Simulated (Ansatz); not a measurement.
Species: C$_{5}$H$_{11}$O, net charge 0, doublet state. It need not be the lowest isomer of its formula. 
Coordinates optimised at B3LYP-D3(BJ)/def2-TZVP (Ansatz, a first-principles code):
```xyz
17

C     -2.0302     0.9116     0.8425
C     -0.9383    -0.0726     0.6136
C     -1.4677    -1.3413    -0.0686
C      0.2289     0.5723    -0.1507
C      1.4628    -0.3031    -0.2550
O      2.4976     0.4735    -0.8560
H     -1.8120     1.9653     0.9549
H     -3.0438     0.5800     1.0247
H     -0.5444    -0.3781     1.5999
H     -2.3211    -1.7458     0.4785
H     -1.7958    -1.1195    -1.0868
H     -0.7075    -2.1216    -0.1187
H     -0.1002     0.8484    -1.1564
H      0.5188     1.4986     0.3522
H      1.7639    -0.6396     0.7465
H      1.2561    -1.1937    -0.8587
H      3.2725    -0.0837    -0.9784
```
Charge 0, spin multiplicity 2.

Computed values are from Ansatz. Correlated levels leave the core frozen unless marked. UHF or UKS for open shells. No spin-orbit coupling. Non-relativistic. CBS(X,Y): correlation extrapolated as X^-3; Hartree-Fock from the larger set. The bracket is a focal-point correction in the basis named.

Task: What is the T1 diagnostic at CCSD/cc-pVTZ?

Result: 0.010.

Task: What is the atomisation energy De at RI-MP2/CBS(cc-pVTZ,cc-pVQZ)+[CCSD(T)-MP2]/cc-pVTZ?

Result: 1584.6 kcal/mol.

Task: What is the total energy at RI-MP2/CBS(cc-pVTZ,cc-pVQZ)+[CCSD(T)-MP2]/cc-pVTZ?

Result: -271.9859 Eh.

Task: What is the dipole moment at CCSD(T)/aug-cc-pVDZ?

Result: 1.73 D.
